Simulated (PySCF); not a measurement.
C₄H₉O₂, doublet, at a GFN2-xTB geometry; CAMB3LYP/6-31G** run with PySCF.

Here is a job for PySCF.
```python
from pyscf import gto, scf, dft

mol = gto.Mole()
mol.atom = '''
    C     2.77665086    0.36707987   -0.36741398
    O     1.48404089    0.59626067   -0.00898571
    C     0.79265986   -0.50133145    0.53286416
    C    -0.67553091   -0.12856163    0.70659177
    O    -1.34980012   -0.35924637   -0.50587503
    C    -2.68826857    0.06159436   -0.48012240
    H     3.28799376   -0.49988360    0.01013616
    H     3.30837259    1.25198531   -0.65175762
    H     1.22965214   -0.77247067    1.50583187
    H     0.86002529   -1.36689995   -0.13892640
    H    -0.74368447    0.93182852    0.99097054
    H    -1.12315578   -0.73615109    1.50953134
    H    -3.25728402   -0.46832197    0.29485327
    H    -3.10500220   -0.16913098   -1.45802687
    H    -2.76391114    1.14024317   -0.29524372
'''
mol.basis = '6-31g**'
mol.spin = 1
mol.verbose = 3
mol.build()

mf = dft.UKS(mol)
mf.xc = 'camb3lyp'
mf.kernel()
mf.analyze()
```

It wrote (shortened):

```
converged SCF energy = -308.050172687236  <S^2> = 0.7532177  2S+1 = 2.0032151
**** MO energy ****
                             alpha | beta                alpha | beta
MO #1   energy= -19.2414017089831  | -19.2361537872369  occ= 1 | 1
MO #2   energy= -19.2130606557346  | -19.2130422741446  occ= 1 | 1
MO #3   energy= -10.3059582377342  | -10.3061859439074  occ= 1 | 1
MO #4   energy= -10.3023961558626  | -10.302411824664   occ= 1 | 1
MO #5   energy= -10.2936882926239  | -10.2936901363628  occ= 1 | 1
MO #6   energy= -10.2845392039548  | -10.2713364373707  occ= 1 | 1
MO #7   energy= -1.14214795710761  | -1.13162575284762  occ= 1 | 1
MO #8   energy= -1.11364604122987  | -1.11235729994909  occ= 1 | 1
MO #9   energy= -0.850665552014814 | -0.847487468850181 occ= 1 | 1
MO #10  energy= -0.767039777998941 | -0.760770038175719 occ= 1 | 1
MO #11  energy= -0.718633185889692 | -0.704673503189748 occ= 1 | 1
MO #12  energy= -0.678628165512848 | -0.670168666665842 occ= 1 | 1
MO #13  energy= -0.576413923413931 | -0.570049039702733 occ= 1 | 1
MO #14  energy= -0.570106505621594 | -0.566190967224568 occ= 1 | 1
MO #15  energy= -0.553899994129706 | -0.5503578208543   occ= 1 | 1
MO #16  energy= -0.528568690901425 | -0.5262531923625   occ= 1 | 1
MO #17  energy= -0.51438725898087  | -0.504576126110333 occ= 1 | 1
MO #18  energy= -0.500054183418253 | -0.492723698761584 occ= 1 | 1
MO #19  energy= -0.456438102971044 | -0.455615823032702 occ= 1 | 1
MO #20  energy= -0.431431538705001 | -0.428815721811338 occ= 1 | 1
MO #21  energy= -0.403364357094466 | -0.39045395725257  occ= 1 | 1
MO #22  energy= -0.391388381188256 | -0.377923127902468 occ= 1 | 1
MO #23  energy= -0.378688108945717 | -0.364564227728824 occ= 1 | 1
MO #24  energy= -0.317414192903175 | -0.316858474506178 occ= 1 | 1
MO #25  energy= -0.224971072992378 | 0.0418083938081781 occ= 1 | 0
MO #26  energy= 0.141869826435344  | 0.14269208438829   occ= 0 | 0
MO #27  energy= 0.160253164237319  | 0.162577661282095  occ= 0 | 0
MO #28  energy= 0.187465578703106  | 0.191774412487629  occ= 0 | 0
MO #29  energy= 0.19285428897212   | 0.200261986636848  occ= 0 | 0
MO #30  energy= 0.198953201273813  | 0.201870951090124  occ= 0 | 0
MO #31  energy= 0.211687937557723  | 0.212129622762226  occ= 0 | 0
MO #32  energy= 0.226073469601666  | 0.228085858642153  occ= 0 | 0
MO #33  energy= 0.231869762235509  | 0.236030371298961  occ= 0 | 0

To work with the spin densities directly, `use mulliken_meta_spin()` only printing them here.

 ** Mulliken spin pop alpha/beta on meta-lowdin orthogonal AOs **
 ** Mulliken Spin Density (per atom)  **
spin density of  0 C =      0.87527
spin density of  1 O =      0.15624
spin density of  2 C =     -0.00853
spin density of  3 C =      0.00000
spin density of  4 O =      0.00036
spin density of  5 C =     -0.00007
spin density of  6 H =     -0.02106
spin density of  7 H =     -0.02284
spin density of  8 H =      0.01031
spin density of  9 H =      0.01084
spin density of  10 H =     -0.00018
spin density of  11 H =     -0.00042
spin density of  12 H =      0.00002
spin density of  13 H =     -0.00000
spin density of  14 H =      0.00005
 ** Mulliken pop alpha/beta on meta-lowdin orthogonal AOs **
 ** Mulliken atomic charges   ( Nelec_alpha | Nelec_beta ) **
charge of  0C =     -0.13681  (     3.50604      2.63077 )
charge of  1O =     -0.30840  (     4.23232      4.07608 )
charge of  2C =      0.01989  (     2.98579      2.99432 )
charge of  3C =      0.02101  (     2.98949      2.98949 )
charge of  4O =     -0.39382  (     4.19709      4.19673 )
charge of  5C =     -0.09884  (     3.04939      3.04945 )
charge of  6H =      0.10021  (     0.43937      0.46043 )
charge of  7H =      0.11908  (     0.42904      0.45188 )
charge of  8H =      0.09223  (     0.45904      0.44873 )
charge of  9H =      0.10795  (     0.45144      0.44061 )
charge of  10H =      0.09582  (     0.45200      0.45218 )
charge of  11H =      0.08395  (     0.45782      0.45823 )
charge of  12H =      0.08732  (     0.45635      0.45633 )
charge of  13H =      0.11937  (     0.44031      0.44032 )
charge of  14H =      0.09103  (     0.45451      0.45446 )
Dipole moment(X, Y, Z, Debye): -0.71309, -0.50928,  1.54324
```
